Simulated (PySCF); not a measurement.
**Fractional electron number in Nb²⁺ (niobium, charge +2)**

The 4d alpha orbital of [Kr] 4d3 is emptied in steps (occupation f), with all orbitals relaxed, ending at [Kr] 4d2. Calculation: PySCF 2.14, in x2c-TZVPall (8s6p6d1f, 63 functions); scalar relativity by spin-free X2C-1e. The exact energy is a straight line in f; departures are measured from the line between the end points of the same method.

```tsv
f	CAM-B3LYP (eV)
1	0.000
0.75	-0.484
0.5	-0.650
0.25	-0.490
0	0.000
```

| method | E(f=0) − E(f=1) (eV) | −ε at f=1 (eV) | −ε at f=0.5 (eV) |
| --- | --- | --- | --- |
| CAM-B3LYP | 25.515 | 22.949 | 25.499 |

Orbital energy along the path (eV):

| f | CAM-B3LYP |
| --- | --- |
| 1 | -22.949 |
| 0.75 | -24.211 |
| 0.5 | -25.499 |
| 0.25 | -26.809 |
| 0 | -28.149 |

Reference removal energy between the ground levels: 25.04 eV (semi-empirical (NIST evaluation); NIST Atomic Spectra Database, ionization energies). The calculation has no spin-orbit coupling. The determinant left behind need not be the lowest term of the ion.
